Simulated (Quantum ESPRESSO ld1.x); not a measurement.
Values are calculated unless marked as measured or tabulated.
Q: The aim is the tungsten ion W3+ in [Xe] 4f14 5d3. This ld1.x (Quantum ESPRESSO 7.5) run was made with `OMP_NUM_THREADS=1 ld1.x < ld1.in > ld1.out`. Can the result be used? Name any fault.

```
 &input
    zed=74.0,
    iswitch=1,
    rel=0,
    dft='BLYP',
    config='[Cd] 4f14 5d3',
    prefix='ld1',
    max_out_wfc=37,
    file_charge='ld1.rho',
 /
```

Output (excerpt):

```
     Program LD1 v.7.5 starts

 %%%%%%%%%%%%%%%%%%%%%%%%%%%%%%%%%%%%%%%%%%%%%%%%%%%%%%%%%%%%%%%%%%%%%%%%%%%%%%
     Error in routine el_config (1):
     wrong core: Cd
 %%%%%%%%%%%%%%%%%%%%%%%%%%%%%%%%%%%%%%%%%%%%%%%%%%%%%%%%%%%%%%%%%%%%%%%%%%%%%%

     stopping ...
```

A: No (refused). The line at issue: config='[Cd] 4f14 5d3'. The program stops in el_config with "wrong core: Cd": the cores known are He, Ne, Ar, Kr, Xe, Hg and Rn. The sound input gives -15290.229 hartree.
